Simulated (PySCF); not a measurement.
C3H5BF2O, SMILES CB(O)/C(F)=C\F.

The structure is a stationary point at PBE0-D3(BJ)/def2-SVP. The structure was generated by enumeration; whether it is a known compound was not checked. The values are those of a single conformer.

Computed with TDA-ωB97X/def2-SVPD run with PySCF.

Vertical excitations. Isolated molecule, no solvent. State labels are in the subgroup Cs.

Question: Estimate the UV-visible absorptions. (The exact figures need the calculation; the answer reports its results.)

Answer: 
| state | symmetry | energy (eV) | λ (nm) | f | main pairs |
|---|---|---|---|---|---|
| S1 | A' | 6.50 | 191 | 0.401 | HOMO→LUMO 94 % |
| S2 | A" | 6.74 | 184 | 0.000 | HOMO−1→LUMO 93 % |
| S3 | A" | 7.40 | 168 | 0.000 | HOMO→LUMO+2 35 %, HOMO→LUMO+3 20 %, HOMO→LUMO+4 11 %, HOMO→LUMO+1 9 % |
| S4 | A" | 7.56 | 164 | 0.023 | HOMO→LUMO+1 58 %, HOMO→LUMO+2 28 % |
| S5 | A" | 7.94 | 156 | 0.003 | HOMO−2→LUMO 85 % |
| S6 | A" | 8.55 | 145 | 0.012 | HOMO→LUMO+3 43 %, HOMO→LUMO+6 16 %, HOMO→LUMO+1 14 %, HOMO→LUMO+2 11 % |
| S7 | A' | 8.75 | 142 | 0.019 | HOMO−1→LUMO+1 81 % |
| S8 | A" | 9.19 | 135 | 0.029 | HOMO→LUMO+4 34 %, HOMO−3→LUMO+1 16 %, HOMO−6→LUMO 9 %, HOMO→LUMO+1 7 % |
| S9 | A' | 9.21 | 135 | 0.129 | HOMO−3→LUMO 90 % |
| S10 | A" | 9.40 | 132 | 0.010 | HOMO−4→LUMO 39 %, HOMO−6→LUMO 33 %, HOMO−3→LUMO+1 7 % |
| T1 | A' | 3.69 | 336 | 0 | HOMO→LUMO 90 % |
| T2 | A" | 6.25 | 198 | 0 | HOMO−1→LUMO 90 % |
| T3 | A" | 6.99 | 177 | 0 | HOMO→LUMO+2 36 %, HOMO→LUMO+3 19 %, HOMO→LUMO+6 10 %, HOMO→LUMO+4 9 % |
| T4 | A" | 7.45 | 166 | 0 | HOMO−2→LUMO 78 % |
Triplets are in the Tamm–Dancoff approximation.
